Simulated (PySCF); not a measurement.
Working out the ionisation energy of Ru²⁺

Ru²⁺ [Kr] 4d6 (5D) → Ru³⁺ [Kr] 4d5 (6S). Computed with PySCF 2.14 in def2-TZVPPD with the def2 core potential (28 electrons) (6s4p3d2f1g, 56 functions), with scalar relativity through the core potential. Frozen: nothing. Energies in hartree (1 hartree = 27.21139 eV):

```
             part  Ru²⁺ (lower)  Ru³⁺ (upper)
              UHF    -93.341646    -92.365746
MP2 opposite-spin     -0.259389     -0.223742
    MP2 same-spin     -0.126593     -0.116719
```

Question: What does Hartree-Fock give?

Answer: (-92.365746) − (-93.341646) = 0.975900 hartree = 26.556 eV.

Question: What do MP2 and SCS-MP2 (6/5 opposite-spin, 1/3 same-spin) give?

Answer: The opposite-spin parts differ by 0.970 eV and the same-spin parts by 0.269 eV. MP2: 26.556 + (0.970) + (0.269) = 27.795 eV. SCS-MP2: 26.556 + 1.2 × (0.970) + (0.269)/3 = 27.810 eV.

Reference: 28.47 eV (semi-empirical (NIST evaluation); NIST Atomic Spectra Database, ionization energies), between the lowest levels; spin-orbit coupling is absent from the calculation.

What remains against the reference includes basis incompleteness and correlation beyond second order.
